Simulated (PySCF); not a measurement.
HfF2, SMILES [F][Hf][F] (connectivity only; charge and spin as stated), neutral, multiplicity 3. Geometry optimised at PBE-D3(BJ)/def2-TZVP. The multiplicity is an assumed one; other spin states were not compared. The def2 effective core potentials stand for the cores of Hf; spin–orbit coupling is left out.

Level of theory: PBE-D3(BJ)/def2-TZVP (PySCF).

Harmonic wavenumbers (cm⁻¹): 96, 598, 619. Rotational constants (GHz): 31.19, 4.184, 3.689; symmetry number 2.

Work out the zero-point energy and the ideal-gas rigid-rotor harmonic-oscillator thermochemistry at 298.15 K and 1 atm.

ZPE = ½ Σ hcν = ½ × 1312 cm⁻¹ = 1.88 kcal/mol. H − E(el) = 4.91 kcal/mol. Entropy in cal/(mol K): translation 42.02, rotation 22.64, vibration 4.41, spin 2.18, total 71.26. G − E(el) = -16.34 kcal/mol. Cp = 11.93 cal/(mol K). Modes under 150 cm⁻¹ make the vibrational entropy uncertain.
